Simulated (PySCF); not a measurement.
CsCl, SMILES [Cs][Cl].

The structure is a stationary point at B3LYP-D3(BJ)/def2-TZVPD. The def2 effective core potentials stand for the cores of Cs; spin–orbit coupling is left out.

These are B3LYP-D3(BJ)/def2-TZVPD run with PySCF values and carry that method's errors.

Frequencies are harmonic and unscaled.

```json
[
 {"mode": "1", "ν (cm⁻¹)": "202", "IR (km/mol)": "57.0", "moving atoms (share of kinetic energy)": "Cl 79 %, Cs 21 %"}
]
```
